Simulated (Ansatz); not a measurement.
Input and output for Li₆H₅ (the lowest doublet isomer of a short search).

```yaml
crystal:
  periodic: [false, false, false]
  atoms:
    - {symbol: Li, position_ang: [-1.600402, -0.611517, 1.120899]}
    - {symbol: Li, position_ang: [-1.516129, 1.308711, -0.428039]}
    - {symbol: Li, position_ang: [1.904568, -1.364705, 0.535895]}
    - {symbol: Li, position_ang: [0.448873, 0.952251, 1.204544]}
    - {symbol: Li, position_ang: [1.996141, 0.706932, -1.130041]}
    - {symbol: Li, position_ang: [-0.119163, -0.789317, -0.985643]}
    - {symbol: H, position_ang: [1.690069, -1.071687, -1.235807]}
    - {symbol: H, position_ang: [-1.363947, 1.169360, 1.373282]}
    - {symbol: H, position_ang: [0.185939, -0.996477, 0.973322]}
    - {symbol: H, position_ang: [0.280528, 1.151609, -0.758198]}
    - {symbol: H, position_ang: [-1.906488, -0.455159, -0.670213]}
basis:
  gaussian: {orbitals: def2-SVP}
magnetization: {spin_polarized: true, initial_magnetization: 1}
hamiltonian: {xc: {name: r2SCAN0}}
scf: {omitted_lower_state_checks: [starts]}
```

```sh
$ ansatz run in.yaml --threads 4 --pin off --events-out ev --progress --plain --max-ram 3916MiB
```

Shortened log:

```
Functional definition: r2SCAN0
1029 factors; integrals over basis functions are off by at most 6.9e-4 eV
mean field evaluation 1: about -1305.7537 eV, gradient 1.8e1 eV
mean field evaluation 2: about -1308.4532 eV, gradient 7.4e0 eV
mean field evaluation 4: about -1308.9933 eV, gradient 5.7e-1 eV
mean field evaluation 8: about -1309.1573 eV, gradient 4.5e-2 eV
mean field evaluation 16: about -1309.1574 eV, gradient 2.8e-4 eV
mean field -1309.15744150 eV, -48.1106485964 hartree, gradient 7.8e-5 eV, S^2 0.750637; 0 other end points of the search recorded, 0 dependent functions left out
reference -1309.15749110 eV, -48.1106504192 hartree; 12, 11 occupied and 67, 68 virtual orbitals, 1029 factors
Total energy: -1309.15749110 eV, -48.1106504192 hartree
Checks for a lower state left out: starts
```

Run time 3.3 s (4 threads of Arm Neoverse V2 on a shared host).
